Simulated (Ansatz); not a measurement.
Be2F3. Total charge 0; doublet. Geometry relaxed at r2SCAN-D4/def2-TZVP.

Cartesian coordinates in Å:
```
Be 1.003 -0.767 0.990
Be -0.376 0.288 -0.371
F -0.532 -0.881 0.654
F 1.148 0.410 -0.047
F -1.242 0.950 -1.226
```

The relaxation made no stability test and no search for a lower SCF solution. The structure comes from a short search, and lower isomers may exist.

Q: Estimate the harmonic wavenumbers at UKS r2SCAN-D4/def2-TZVP (Ansatz, unscaled). Is this a minimum?

A: 170, 244, 430, 442, 506, 614, 750, 789, 1333 cm⁻¹. Yes, no mode is imaginary beyond noise. Zero-point energy 31.6 kJ/mol. It took 41 s on 4 threads of Arm Neoverse V1 on a shared host.
